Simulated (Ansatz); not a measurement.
Wavefunction ladder for F$_{2}$GeH$_{2}$Se$_{2}$ (`[F][Ge]([F])([SeH])[SeH]`)

```xyz
7

F    -0.097   -1.836    1.130
Ge    0.000   -0.456    0.101
F    -1.054   -0.872   -1.201
Se   -0.858    1.462    1.089
Se    2.229   -0.344   -0.528
H    -2.205    1.109    0.617
H     1.986    0.938   -1.207
```

Total charge 0; spin multiplicity 1. Correlated methods include outer-core shells of Ge, Se, which these sets cover unevenly. Scalar relativity is left out up to krypton. Geometry: relaxed with PBE0-D4/def2-TZVP. It is one conformer, not always the lowest. Frozen core, restricted reference, Ansatz 0.2.0.

| basis | HF (Eh) | MP2 corr. |
| --- | --- | --- |
| def2-SVP | -7074.20870 | -1.06630 |
| def2-TZVPP | -7075.33346 | -1.29022 |
| def2-QZVPP | -7075.47981 | -2.20889 |

(1) Estimate the CCSD correlation energy and the (T) correction in each basis where they were run (hartree).

## Answers

(1) 
| basis | CCSD corr. | (T) |
| --- | --- | --- |
| def2-SVP | -1.07085 | -0.02578 |
| def2-TZVPP | -1.29643 | -0.04600 |
